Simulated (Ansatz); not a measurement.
System: O, charge 0, triplet.

Hartree-Fock and CCSD(T) correlation energies in hartree (Ansatz, an electronic-structure program). Radicals and triplets start from unrestricted determinants; spin-orbit coupling is neglected. Correlated methods leave the cores frozen. No relativity.

| basis | X | E(HF) | E(corr, CCSD(T)) |
|---|---|---|---|
| cc-pVTZ | 3 | -74.81176 | -0.16221 |
| cc-pVQZ | 4 | -74.81729 | -0.17627 |
| cc-pV5Z | 5 | -74.81878 | withheld |

### Question
Fit E(corr) = E∞ + A/X³ to X = 3 and 4, predict X = 5, and compare with the run.

### Answer
A = (-0.16221 - (-0.17627))/(1/27 - 1/64) = 0.6566; E∞ = -0.17627 - A/64 = -0.18653; at X = 5, E∞ + A/125 = -0.18128. The run gave -0.18133, 0.05 mEh below the prediction. The same form on X = 4 and 5 gives E∞ = -0.18664, 0.11 mEh below the first estimate.
